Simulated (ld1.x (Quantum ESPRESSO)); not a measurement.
**scandium (Sc), ultrasoft: configuration errors across variants**

| Property | Result |
| --- | --- |
| Element | scandium |
| Generator | ld1.x (Quantum ESPRESSO) 7.5 |
| Type | ultrasoft |
| Functional | PBE |
| Relativity | scalar-relativistic |
| Frozen core | [Ne] 3s2 |
| Valence charge | 9 |
| Reference configuration | 3p6 3d1 4s1.75 4p0.25 |
| Partial waves | 4s (bound): rcut 2.95, rcutus 3.30 bohr; 4s channel at 0.45 Ry: rcut 2.95, rcutus 3.30 bohr; 3p (bound): rcut 2.15, rcutus 2.30 bohr; 4p (bound): rcut 2.15, rcutus 2.30 bohr; 3d (bound): rcut 2.35, rcutus 2.65 bohr; 3d channel at 0.8 Ry: rcut 2.35, rcutus 2.65 bohr; 4f channel at 0.1 Ry: rcut 3.00, rcutus 3.75 bohr |
| Local potential | all-electron potential smoothed inside 1.80 bohr (lloc = -1) |
| Core correction | a·sin(br)/r model core inside 2.00 bohr |
| Augmentation charge | built from norm-conserving waves at rcut, not smoothed further |

All-electron excitation energies from the reference (eV): (1) 3p6 3d1 4s2 4p0 -0.683; (2) 3p6 3d1 4s1 4p0 6.214; (3) 3p6 3d1 4s0 4p0 18.982.

The overlap operator is not positive definite (basis up to 400 Ry) in “base”, “waves 3p (bound): rcut 1.38, rcutus 1.46 bohr; 4p (bound): rcut 1.38, rcutus 1.46 bohr”, “waves 3p (bound): rcut 2.15, rcutus 2.38 bohr; 4p (bound): rcut 2.15, rcutus 2.38 bohr”, “waves 3p (bound): rcut 2.15, rcutus 2.56 bohr; 4p (bound): rcut 2.15, rcutus 2.56 bohr”. Such files are unfit for use, however small their errors in these radial tests.

6 further variants failed, have other tests or too few solved ones, and are left out.

A true bound ghost makes a file unfit for plane-wave use even where its test errors are small: the radial tests pick states by their node count and pass the ghost by.

The file “base” misses its own reference levels by 0.5 eV. The file “waves 3p (bound): rcut 2.15, rcutus 2.38 bohr; 4p (bound): rcut 2.15, rcutus 2.38 bohr” misses its own reference levels by 0.6 eV. The file “waves 3p (bound): rcut 2.15, rcutus 2.56 bohr; 4p (bound): rcut 2.15, rcutus 2.56 bohr” misses its own reference levels by 0.5 eV.

Errors AE − PS in meV (a dash: test not solved or not reliable):

```tsv
change	(1)	(2)	(3)	bound ghosts
base	+164	+159	+131	not determined (overlap not positive)
waves 3p (bound): rcut 1.38, rcutus 1.46 bohr; 4p (bound): rcut 1.38, rcutus 1.46 bohr	+68	+62	+39	s (f not tested, overlap not positive)
waves 3p (bound): rcut 2.15, rcutus 2.38 bohr; 4p (bound): rcut 2.15, rcutus 2.38 bohr	+170	+166	+141	not determined (overlap not positive)
waves 3p (bound): rcut 2.15, rcutus 2.56 bohr; 4p (bound): rcut 2.15, rcutus 2.56 bohr	+138	+133	+101	s (p, f not tested, overlap not positive)
```

(1) Give the same row for: waves 3p (bound): rcut 1.60, rcutus 1.70 bohr; 4p (bound): rcut 1.60, rcutus 1.70 bohr.

## Answers

(1) +118, +115, +86; bound ghosts: s (f not tested, overlap not positive). Its overlap operator is not positive definite in a basis up to 400 Ry (lowest eigenvalue f -16.94), so the file is unfit for use: the generalised eigenproblem breaks down once the basis is large enough, and its test numbers describe a broken file.
